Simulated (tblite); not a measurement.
Species: C4H7F3OP2.
Numbering: `[CH2:1]=[CH:2][P@:3](=[O:4])([CH2:5][PH2:6])[C:7]([F:8])([F:9])[F:10]` (hydrogens: H11, H12 on C1; H13 on C2; H14, H15 on C5; H16, H17 on P6)

Geometry (GFN2-xTB, Å), atoms numbered from 1 in this order:
```xyz
17
C4H7F3OP2 angstrom
C      1.3546   -0.5101    2.0233
C      0.3729   -0.7619    1.1727
P      0.3384    0.1541   -0.3846
O      1.4077    1.1216   -0.5992
C     -1.3732    0.7377   -0.6827
P     -1.7742    2.1874    0.4287
C      0.4432   -1.2572   -1.6416
F      0.2689   -0.7926   -2.8826
F     -0.4782   -2.2130   -1.4494
F      1.6388   -1.8470   -1.5882
H      1.4515   -1.0177    2.9692
H      2.0995    0.2318    1.7778
H     -0.4010   -1.4935    1.3540
H     -2.0951   -0.0657   -0.5168
H     -1.4488    1.0636   -1.7260
H     -1.2243    1.6076    1.5813
H     -0.5876    2.8667    0.1543
```

Method: GFN2-xTB as coded in tblite; computed harmonic values from a numerical Hessian at the method's own geometry, unscaled. Against measured fundamentals such values can be off by several per cent, at times by over 20. Modes of hydrogen on phosphorus can be 10 to 20 % off. One conformer, not necessarily the lowest.

Harmonic wavenumbers (cm⁻¹): 35.8, 54.8, 64.1, 82.4, 118.6, 148.3, 171.0, 193.1, 210.9, 228.2, 275.6, 312.9, 399.8, 455.9, 467.9, 480.1, 576.4, 628.1, 664.5, 681.7, 722.3, 764.3, 863.5, 879.2, 913.8, 976.7, 1010.6, 1043.7, 1059.5, 1077.2, 1110.9, 1131.4, 1142.6, 1220.5, 1300.5, 1371.1, 1376.4, 1652.4, 2225.8, 2324.6, 2923.7, 2951.6, 3065.2, 3082.2, 3119.0.

A = 1342, B = 716.0, C = 592.7 MHz; mass 189.992 u (most abundant isotopes); point group C1, symmetry number 1.

Zero-point energy?

½Σν̃ = 22779 cm⁻¹ = 272.50 kJ/mol.

Entropy at 298.15 K, 1 bar (ideal gas, RRHO, classical rotation)?

Translation 174.29, rotation 128.50, vibration 175.63: S = 478.4 J/(mol K).

And Cp and H(298.15 K) − H(0)?

Cp = 191.71 J/(mol K), of which vibrations give 158.45 (their classical limit is 45 R = 374.2); H(298.15 K) − H(0) = 36.10 kJ/mol without the zero-point energy, 26.18 from vibrations.

What must be added to the electronic energy to get the Gibbs energy at 298.15 K and 1 bar?

ZPE + [H(298.15 K) − H(0)] − T·S = 272.50 + 36.10 − 142.64 = 165.96 kJ/mol.

Which modes carry the vibrational entropy at 298.15 K?

35.8 cm⁻¹: 22.92; 54.8 cm⁻¹: 19.40; 64.1 cm⁻¹: 18.10; 82.4 cm⁻¹: 16.04; 118.6 cm⁻¹: 13.07; 148.3 cm⁻¹: 11.27 J/(mol K); the other 39 give 74.83 together.

How do the functions run with temperature in this model?

```
 T (K)  S (J/(mol K))  Cp (J/(mol K))  H − H(0) (kJ/mol)  G − H(0) (kJ/mol)  ln q(vib)
    50          267.0            68.9               2.43             -10.93       1.01
   100          325.3           101.2               6.72             -25.81       2.99
373.15          524.6           220.1              51.56            -144.19      13.16
   500          594.6           258.0              82.01            -215.27      17.30
   750          709.2           306.1             153.09            -378.79      24.64
  1000          801.5           335.2             233.53            -568.01      31.06
```

q(vib) and H(0) count from the zero-point level.

Hindered rotation and anharmonicity are outside this model. Other conformers, if any are populated, would add a mixing term that is left out. The structure is chiral; the term R ln 2 for an equal mix with its mirror image is left out.
